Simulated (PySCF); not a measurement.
N-methyl-N-silylmethanamine (C2H9NSi), SMILES CN(C)[SiH3]. Atoms are numbered in the order given.

```xyz
13

Si     1.3578    -0.0120     0.0000
N     -0.3836     0.1593     0.0000
C     -1.1483    -0.0315    -1.2171
H     -0.5298     0.2007    -2.1079
H     -2.0315     0.6487    -1.2370
H     -1.5373    -1.0741    -1.3381
C     -1.1483    -0.0315     1.2171
H     -2.0315     0.6487     1.2370
H     -0.5298     0.2007     2.1079
H     -1.5373    -1.0741     1.3381
H      1.8871    -1.4340     0.0000
H      1.8828     0.6572    -1.2413
H      1.8828     0.6572     1.2413
```

Geometry optimised at PBE-D3(BJ)/def2-SVP.

Level of theory: PBE-D3(BJ)/def2-SVP in PySCF.

Frequencies are harmonic and unscaled.

Computed vibrational spectrum:
| mode | ν (cm⁻¹) | IR (km/mol) | moving atoms (share of kinetic energy) |
|---|---|---|---|
| 1 | 127 | 0.1 | H 88 %, C 10 % |
| 2 | 143 | 1.8 | H 57 %, N 36 % |
| 3 | 228 | 0.2 | H 98 % |
| 4 | 248 | 3.8 | H 72 %, N 22 % |
| 5 | 267 | 0.2 | H 40 %, C 35 %, N 15 %, Si 11 % |
| 6 | 354 | 1.0 | C 39 %, H 39 %, Si 18 % |
| 7 | 657 | 9.6 | C 37 %, Si 28 %, H 21 %, N 14 % |
| 8 | 663 | 42.9 | H 84 %, Si 9 % |
| 9 | 693 | 36.3 | H 81 %, Si 13 % |
| 10 | 870 | 70.3 | H 94 % |
| 11 | 937 | 41.2 | H 97 % |
| 12 | 943 | 304.3 | H 88 %, Si 10 % |
| 13 | 1004 | 43.2 | H 44 %, C 35 %, N 20 % |
| 14 | 1055 | 1.4 | H 75 %, C 24 % |
| 15 | 1078 | 1.2 | H 80 %, C 20 % |
| 16 | 1126 | 1.3 | H 69 %, C 20 %, N 11 % |
| 17 | 1217 | 84.4 | N 61 %, C 31 % |
| 18 | 1268 | 44.8 | N 41 %, H 35 %, C 22 % |
| 19 | 1380 | 0.5 | H 88 %, C 12 % |
| 20 | 1398 | 2.9 | H 97 % |
| 21 | 1399 | 7.9 | H 92 % |
| 22 | 1412 | 14.8 | H 88 %, C 12 % |
| 23 | 1431 | 21.0 | H 96 % |
| 24 | 1455 | 2.3 | H 94 % |
| 25 | 2089 | 184.0 | H 97 % |
| 26 | 2159 | 89.5 | H 98 % |
| 27 | 2170 | 121.0 | H 96 % |
| 28 | 2879 | 65.9 | H 96 % |
| 29 | 2886 | 133.4 | H 95 % |
| 30 | 2948 | 94.0 | H 92 %, C 8 % |
| 31 | 2957 | 4.2 | H 91 %, C 9 % |
| 32 | 3042 | 11.8 | H 91 %, C 9 % |
| 33 | 3043 | 18.1 | H 91 %, C 9 % |
